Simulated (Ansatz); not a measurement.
One elementary step

Start structure (GaNH6O2, singlet), relaxed at PBE0-D4/def2-TZVP:

Ga1  (-0.120, -0.497, -0.411)
N2  (1.351, 0.577, -0.429)
O3  (-0.222, -1.991, 0.546)
O4  (-1.608, -0.123, -1.309)
H5  (-0.743, 1.218, 1.782)
H6  (-1.374, 0.823, 1.857)
H7  (2.243, 0.222, -0.125)
H8  (1.472, 1.261, -1.157)
H9  (0.569, -2.184, 1.052)
H10  (-1.568, 0.694, -1.807)
(Å)

The step: GaNH₄O₂ ([NH2][Ga]([OH])[OH]) + H₂ → GaH₃O₂ ([OH][GaH][OH]) + NH₃ (still joined by a long Ga–N bond); bonds formed: Ga1–H6, N2–H5; bonds broken: H5–H6; bonds weakened to dative contacts: Ga1–N2. Ansatz 0.2.0; basis: def2-TZVPP and def2-QZVPP; cores frozen in the correlated methods. Filled d shells of the heavier atoms are correlated. The def2 sets are not built for correlating such inner shells, so the correlated values are less sure here. Extrapolation: Hartree–Fock as exp(−7.88 √X), correlation as X^−2.97. Energies below are by CCSD(T) at an estimated basis limit (MP2 extrapolated from triple and quadruple zeta, plus CCSD(T) − MP2 in triple zeta).

(1) What are the electronic barrier and the energy of the step, from the start structure to the end structure? (An estimate is asked for; the value comes from the calculation.)

T1 diagnostic: at most 0.014.

Results:

(1) Computed: Barrier 27.47 kcal/mol; step energy -20.85 kcal/mol (downhill); reverse barrier, their difference, 48.32 kcal/mol. Barrier and step energy count from the start structure, the reverse barrier from the end structure.

The saddle point: One imaginary mode of 1357i cm⁻¹.
```tsv
pair	start (Å)	saddle (Å)	end (Å)
Ga1–H6	2.91	1.90	1.56
N2–H5	3.11	1.40	1.01
Ga1–N2	1.82	1.96	2.11
H5–H6	0.75	1.00	3.14
```

Zero-point energy (harmonic, PBE0-D4): ZPE is 40.29 kcal/mol at the start and 41.17 kcal/mol at the saddle, so the barrier goes from 27.47 to 28.36 kcal/mol.

Labels in which every atom is bracketed show which atoms are joined, not bond orders.

For scale, one of the runs: CCSD(T)/def2-TZVPP, 225 basis functions, launched by `ansatz run in.yaml --threads 4 --pin off --events-out ev --progress --plain --max-ram 9574MiB`. The run took 2 min on 4 CPU threads of an Arm Neoverse V1 (shared host), with 3.9 GiB of host memory at its peak.
